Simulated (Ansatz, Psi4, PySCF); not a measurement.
Cl3La (SMILES [Cl][La]([Cl])[Cl]), singlet, at a GFN2-xTB geometry (such geometries of metal compounds can be far from the true shape) (core potentials on La). Base run: R2SCAN/def2-SVPD (PySCF).

Input for PySCF:
```python
from pyscf import gto, scf, dft

mol = gto.Mole()
mol.atom = '''
    La    0.193340   -0.190468   -0.615242
    Cl   -1.969263   -0.822093    0.457095
    Cl   -0.103013    2.176902    0.115127
    Cl    1.424017   -0.716180    1.490647
'''
mol.basis = 'def2-svpd'
mol.ecp = {'La': 'def2-svpd'}
mol.charge = 0
mol.spin = 0
mol.verbose = 4
mol.build()

mf = dft.RKS(mol)
mf.xc = 'r2scan'
mf.kernel()
```

The same geometry, method and basis name were run in Ansatz (an electronic-structure program) and Psi4 and PySCF, at each program's defaults and at the settings that a row names. The base is PySCF at its defaults. Differences at the defaults can come from grids, fitting, cores and function types together.

```csv
code and settings,ΔE vs base (mEh),basis functions,E (Eh),SCF cycles,dipole (D)
"PySCF, defaults (exact integrals, its default grid, spherical functions)",0.000,116,-1411.94566,10,8.55
"Psi4, defaults (density fitting with its default set, its default grid, spherical functions)",-0.355,116,-1411.94601,9,8.55
"Ansatz, defaults (factorised integrals, its default grid, spherical functions)",0.161,116,-1411.94550,-,-
"PySCF, density fitting with def2-universal-jkfit",-0.036,116,-1411.94569,10,8.55
"PySCF, fine grid",0.251,116,-1411.94541,10,8.55
"Psi4, exact integrals, spherical functions, fine grid",0.378,116,-1411.94528,11,8.55
"Ansatz, high accuracy",0.165,116,-1411.94549,-,-
```
